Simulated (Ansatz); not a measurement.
`NBOC[SiH2]F` + HCl → `NBCl` + `OC[SiH2]F`  (ligand exchange at a B–O bond)

Calculated with Ansatz (gas phase, PBE0-D4/def2-TZVP geometries, no zero-point term in ΔE). CBS: MP2 limit from def2 TZ/QZ plus the TZ coupled-cluster correction, frozen cores. This one scheme is used for every species. Functionals use def2-TZVPP. B3LYP here is the variant with VWN-RPA as its local correlation; programs differ in this. One conformer a species, not always the lowest.

Is it downhill or uphill in electronic energy at CCSD(T)/CBS, and by how much? (An estimate is asked.)

Ansatz gave: Uphill: ΔE = +28.7 kJ/mol.

What do these levels give: r2SCAN-D4, ωB97X-V, B3LYP, HF/def2-QZVPP, MP2/def2-QZVPP, CCSD/CBS(def2)? (An estimate is asked.)

Ansatz gave: r2SCAN-D4 23.8, ωB97X-V 26.2, B3LYP 25.2, HF/def2-QZVPP 31.6, MP2/def2-QZVPP 26.8, CCSD/CBS(def2) 29.4 kJ/mol.

Largest T1 diagnostic among the species: 0.012.

The D4 term adds +3.8 kJ/mol with B3LYP and +2.5 kJ/mol with PBE0; it sums over pairs of atoms, weighted by their polarisabilities, and B3LYP, whose exchange is more repulsive, gets the larger term.
